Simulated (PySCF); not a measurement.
# One molecule, several mistakes: CClGeH5O

Calculated results; nothing here was measured. The program is PySCF 2.14.0, an open-source quantum chemistry code, run on an isolated molecule that a program drew, which may never have been made. The molecule is CClGeH5O (charge 0, singlet), drawn as the SMILES string `O[CH2][GeH2][Cl]`.

Each row is a Hartree-Fock (HF) and frozen-core CCSD(T) single point in the cc-pV(D+d)Z basis, meant for a local HF minimum. Run 1 is clean. Each other run has one planted mistake out of seven kinds, and not every kind appears here: one electron removed, one electron added, multiplicity raised by two, geometry at a saddle point, minimal basis STO-3G, one bond length entered in bohr, all coordinates scaled. The reference is restricted for singlets and unrestricted otherwise, and also for a bond in bohr. Adding or removing an electron swaps singlet and doublet. Electrons count all cores. HOMO and LUMO are orbital energies over both spins, the gradient is its largest component, and the lowest frequency (negative if imaginary) is given only where the gradient is small. Bond lengths are over the 8 bonds as drawn. T1 is the CCSD diagnostic: over 0.02 (restricted) or 0.045 (unrestricted) a single reference is doubtful. Germanium has the cc-pVDZ-PP basis, with a core potential (ECP10MDF) in place of its 10 inner electrons, and its 3s, 3p and 3d shells are frozen in CCSD(T).

Geometry of the clean run:
```xyz
9
CClGeH5O, angstrom
O     2.2937    1.1441   -0.1564
C     1.3702    0.6062    0.7612
Ge    0.1924   -0.6721   -0.1610
Cl   -1.0551   -1.6423    1.3483
H     3.0068    0.5360   -0.2816
H     1.8583    0.1326    1.6170
H     0.7715    1.4311    1.1447
H     0.9970   -1.7803   -0.8390
H    -0.7571   -0.0006   -1.1450
```

| run | electrons | basis functions | <S^2> | HOMO (eV) | LUMO (eV) | gradient (hartree/bohr) | lowest frequency (cm^-1) | mean bond (Å) | longest bond (Å) | T1 | HF (hartree) | CCSD(T) (hartree) | mistake |
|---|---|---|---|---|---|---|---|---|---|---|---|---|---|
| 1 | 68 | 99 | 0.000 | -10.90 | 3.33 | 1.1e-05 | 72 | 1.4676 | 2.185 | 0.0097 | -868.55382 | -869.17738 | no fault |
| 2 | 69 | 99 | 0.761 | 2.31 | 8.87 | 6.7e-02 | - | 1.4676 | 2.185 | 0.0153 | -868.44912 | -869.09297 | one electron added |
| 3 | 68 | 99 | 2.014 | -3.57 | -0.41 | 8.5e-02 | - | 1.4676 | 2.185 | 0.0554 | -868.31792 | -868.94605 | multiplicity raised by two |
| 4 | 67 | 99 | 0.769 | -16.40 | -7.42 | 4.9e-02 | - | 1.4676 | 2.185 | 0.0406 | -868.20818 | -868.82045 | ? |
| 5 | 68 | 99 | 0.000 | -10.63 | 4.06 | 1.2e-01 | - | 1.3473 | 2.006 | 0.0083 | -868.48076 | -869.09065 | ? |

**Which mistake was planted in run 4, and what did it cost?**

It counts 67 electrons, one fewer than the clean run, at the same geometry and basis. So the mistake is: one electron removed. Subtracting run 1 and multiplying by 627.51 kcal/mol a hartree, the energy moved by 216.9 kcal/mol in HF and 224.0 kcal/mol in CCSD(T).

**Which mistake was planted in run 5, and what did it cost?**

The mean and the longest bond both change by the same factor, 0.918, and the gradient is no longer small. So the mistake is: all coordinates scaled. Subtracting run 1 and multiplying by 627.51 kcal/mol a hartree, the energy moved by 45.8 kcal/mol in HF and 54.4 kcal/mol in CCSD(T).

Cautions from the logs. Run 2: the HOMO is above zero, so the electron isn't bound and the energy depends on the basis; run 3: T1 is over the limit, so its CCSD(T) energy is less reliable.
